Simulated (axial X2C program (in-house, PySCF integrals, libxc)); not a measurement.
## Worked dissociation energy of BeRh: PW91, without spin–orbit coupling

Calculated with an in-house all-electron X2C program for linear molecules (integrals from PySCF). Spin-free means the one-electron spin-free X2C Hamiltonian. Basis: Rh dyall-cv3z [12s12p8d5f3g], Be dyall-cv3z [8s8p3d1f] (cores contracted in-house); Gaussian nuclei, density fitting, unrestricted open shells. Masses: Rh 102.906 u, Be 9.012 u.

Molecular state: M_S = 1/2, Λ = 2 (beyond evenly filled blocks: δ+α, δ+β, δ-α).

```
E(Rh) (2M_S = 3, M_L = 2) : -4784.054714 hartree
E(Be) (2M_S = 0, M_L = 0) : -14.650522 hartree
E(BeRh) at Re             : -4798.817098 hartree
ωe                        : 674.6 cm⁻¹
ωexe                      : 4.28 cm⁻¹
```

Problem. Work out De and D0.

Solution. De = -4784.054714 + (-14.650522) − (-4798.817098) = 0.11186 hartree = 3.044 eV. The zero-point energy is ωe/2 − ωexe/4 = 336 cm⁻¹ = 0.042 eV, so D0 = 3.002 eV.

The state is one determinant whose occupation by symmetry is held fixed; it was picked as the lowest of a PBE0 search that is not exhaustive. De is counted from the lowest determinant-based energies of the atoms at the same level, without counterpoise correction. Other states lie close and PBE0, whose exact exchange favours high spin, may order them wrongly; the determinant shown need not be the ground state. The nearest other spin-free determinant of the search, M_S = 1/2, Λ = 0, lies 0.50 eV up at the distance of the search. Without a current term, density functionals place determinants with orbital angular momentum somewhat too high. The determinant is spin-polarised beyond a pure state at some levels (its spin-free form has ⟨S²⟩ too high), which makes Re and μ there less reliable.

Each atomic determinant is the lowest at this level and need not be a pure term. Totals compare only within one Hamiltonian and basis.
